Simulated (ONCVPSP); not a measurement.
## Ranking ONCV potentials for nickel (Ni)

All share these settings but for the change named:

Ni, optimised norm-conserving Vanderbilt (ONCV), made with ONCVPSP 4.0.1 (PBE, scalar-relativistic). Core [Ne], reference 3s2 3p6 3d8 4s2. Waves: 3s+4s: rc 1.20 bohr, ncon 3, nbas 7, qcut 11.7 1/bohr, 2 projectors; 3p: rc 1.10 bohr, ncon 3, nbas 7, qcut 12.8 1/bohr, 1 projector; 3d: rc 1.70 bohr, ncon 3, nbas 7, qcut 8 1/bohr, 1 projector. Local part: polynomial inside 1.05 bohr (lpopt 5, dvloc0 0 Ha). Core correction: Teter function, parameters optimised by the program.

Cutoff: the first of the cutoffs (Ha) at which the residual kinetic energy of the hardest occupied pseudo-wave falls to 1 and 0.1 mHa per electron; the density cutoff is not measured.

The base gives 43 Ha.

Of 5 variants that were run, those that failed, showed a ghost or another fault, or gave nearly equal values are left out.

A variant can come out equal or close to the base.

Problem. Rank these variants from softest to hardest (loose cutoff).
A. p: qcut 19.3
B. p: qcut 16.4
C. p: qcut 10.6

Solution. C (43 Ha), B (62 Ha), A (77 Ha).
